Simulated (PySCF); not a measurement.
## Spinor energies of Pb⁴⁶⁺ (lead, charge +46)

Start: [Kr]. Calculated with PySCF 2.14 in an even-tempered Gaussian basis (18 s from 2.7 bohr⁻², ratio 2.6; 16 p from 3.5 bohr⁻², ratio 2.6; 11 d from 3.5 bohr⁻², ratio 2.6; 5 f from 3.6 bohr⁻², ratio 2.8): generalised Hartree-Fock with the X2C-1e Hamiltonian and a Gaussian nucleus; spin-orbit coupling (SO) screened by Boettger's factors.

```tsv
spinor shell	electrons	ε, screened SO (eV)	weight of nominal j (screened SO)	rms radius, screened SO (bohr)
1s1/2	2	-90782.3	1.000	0.0181
2s1/2	2	-18285.2	1.000	0.0730
2p1/2	2	-17631.3	1.000	0.0616
2p3/2	4	-15433.5	1.000	0.0699
3s1/2	2	-6126.5	1.000	0.184
3p1/2	2	-5837.9	1.000	0.175
3p3/2	4	-5323.5	1.000	0.191
3d3/2	4	-4862.7	1.000	0.166
3d5/2	6	-4753.1	1.000	0.171
4s1/2	2	-2841.3	1.000	0.374
4p1/2	2	-2707.1	1.000	0.370
4p3/2	4	-2542.5	1.000	0.393
```

| quantity | screened SO |
| --- | --- |
| E (hartree) | -19451.09372 |
| M_J | 0 |
| ⟨J²⟩ | 0.000 |
| ⟨L²⟩ | 0.125 |
| ⟨S²⟩ | 0.125 |

Breit and QED terms are absent; they matter most for the inner s and p1/2 levels.

Densities and radii are taken from the X2C orbitals without a picture-change correction, which distorts them close to the nucleus.
